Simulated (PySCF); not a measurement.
A GIAO shielding run with PySCF 2.14 (density fitting, non-relativistic, gas phase) on [CuCl4]-, [Cl₄Cu]-:

```
{"job": {"kind": "nmr", "xc": "PBE", "basis": {"default": "pcSseg-1", "Cu": "pcSseg-2"}, "pop": false}, "charge": -1, "multiplicity": 1}
Cu     0.000052     0.000002    -0.000016
Cl     2.196565    -0.020476     0.006730
Cl     0.020405     2.196569     0.005730
Cl    -2.196556     0.020401     0.000734
Cl    -0.020457    -2.196506    -0.013178
```

Hardware: 1 thread of an x86-64 server CPU, shared host.

Question: How large is the calculation?

Answer: 98 electrons, 169 basis functions and 894 auxiliary functions.

Question: How long does it take?

Answer: 22 s of wall time, with 19 SCF cycles. Times on a shared host scatter by some tens of per cent.

Question: And these other runs on the same molecule and hardware: GIAO shielding at B3LYP/pcSseg-1 (pcSseg-2 on Cu); GIAO shielding at PBE0/pcSseg-1 (pcSseg-2 on Cu)?

Answer: B3LYP/pcSseg-1 (pcSseg-2 on Cu): 169 functions, 14 s; PBE0/pcSseg-1 (pcSseg-2 on Cu): 169 functions, 17 s.
